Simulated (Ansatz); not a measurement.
`[F][Ga]1[SiH2][CH]1I`. Charge 0, multiplicity 1. I: def2 effective core potential. The structure was optimised at the PBE0-D4/def2-TZVP level.

```xyz
8

F     2.921    1.305   -0.523
Ga    1.291    0.862   -0.105
Si   -0.826    0.442    0.771
C    -0.027   -0.569   -0.613
I    -0.204   -2.682   -0.742
H    -0.597   -0.188    2.096
H    -2.205    0.998    0.700
H    -0.353   -0.168   -1.584
```

Problem. What is the dipole moment at ωB97M-V/def2-TZVPP? (An estimate is asked.)

Solution. The calculation gave: 2.29 D, with components (-1.55, 1.56, 0.66) D in this frame, pointing from negative to positive charge.

Problem. And with PBE, r2SCAN, B3LYP? (Best estimate.)

Solution. Ansatz gave: PBE 2.07 D, r2SCAN 2.24 D, B3LYP 2.31 D.

Problem. Give the Mulliken charges with ωB97M-V, r2SCAN, B3LYP in def2-TZVPP. (Best estimate.)

Solution. The calculation gave: 
```
atom  ωB97M-V  r2SCAN  B3LYP
  F1    -0.36   -0.36  -0.36
 Ga2     0.54    0.55   0.51
 Si3     0.11    0.18   0.18
  C4    -0.44   -0.33  -0.32
  I5    -0.02   -0.07  -0.04
  H6     0.01   -0.03  -0.03
  H7    -0.01   -0.06  -0.05
  H8     0.16    0.12   0.12
```

B3LYP here is the variant with VWN-RPA as its local correlation; programs differ in this.
